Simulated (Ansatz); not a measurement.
The same path of C2H7BOS (12 atoms, charge 0, multiplicity 1) was run twice with different band settings. The coordinate that changes most is the dihedral C1–C2–B4–H11.

All numbers below come from RKS PBE-D4/def2-mTZVP in Ansatz.

Relaxed end points:

```xyz
12
Properties=species:S:1:pos:R:3
C -0.809 0.611 0.987
C 0.278 -0.300 0.428
S 1.851 0.714 0.276
B 0.139 -0.769 -1.074
O -0.758 -0.234 -1.956
H -0.566 0.968 1.998
H -0.964 1.506 0.362
H -1.765 0.068 1.047
H 0.483 -1.120 1.130
H 2.666 -0.316 -0.092
H 0.857 -1.629 -1.516
H -1.335 0.446 -1.556
```

```xyz
12
Properties=species:S:1:pos:R:3
C -1.058 0.299 1.033
C 0.228 -0.225 0.375
S 1.464 1.176 0.349
B -0.076 -0.772 -1.085
O 0.350 -0.121 -2.193
H -0.874 0.642 2.061
H -1.488 1.138 0.466
H -1.814 -0.499 1.067
H 0.645 -1.015 1.020
H 2.567 0.410 0.104
H -0.735 -1.769 -1.245
H 0.868 0.680 -1.918
```

Common settings: movable images 7; climbing image yes; spring 5.0 eV/Å²; optimiser quadratic models (default); start path IDPP; force threshold 0.05 eV/Å; end points relaxed.

| run | iteration limit |
| --- | --- |
| 1 | 60 |
| 2 | 6 |

**Question.** What does each run give, and how far can it be trusted?

**Answer.** Run 1: converged after 5 iterations, highest image 0.050 eV above the first end. A vibrational analysis at the climbing image gives one clearly imaginary mode, 145i cm⁻¹: a first-order saddle point.
Run 2: converged after 5 iterations, highest image 0.050 eV above the first end. Another band between the same ends (7 images) ends at a top of the same energy, where a vibrational analysis finds 1 clearly imaginary mode.
